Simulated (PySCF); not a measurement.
Al(Me)2(NH3) (C₂H₉AlN), SMILES [CH3][Al+]([CH3])<-[NH3] (connectivity only; charge and spin as stated), charge +1, multiplicity 1.

Geometry optimised at r2SCAN-D4/def2-SVP. The spin state was assumed, not searched. The isomer is the one that the SMILES or the coordinates give; other isomers of the formula were not compared.

Two levels are set side by side: PBE/def2-TZVP (PySCF) and ωB97X/def2-TZVP (PySCF). Same geometry, gas phase. Differences are taken from unrounded values.

```
quantity                      ωB97X     PBE  PBE minus ωB97X
---------------------------  ------  ------  ---------------
orbital gap (eV)              11.67    5.22            -6.45
highest occupied level (eV)  -15.11  -11.45             3.66
lowest empty level (eV)       -3.44   -6.23            -2.79
mean polarisability (bohr³)    53.1    56.2              3.1
```

Without exact exchange PBE keeps part of each electron's self-repulsion, which lifts occupied levels and narrows the gap. PBE's more diffuse valence density responds more strongly to a field. Differences between two approximate levels are no errors against the true value.

Rough cost on one machine, each run with all the roots and properties that it gave: ωB97X against PBE within a factor of 2.
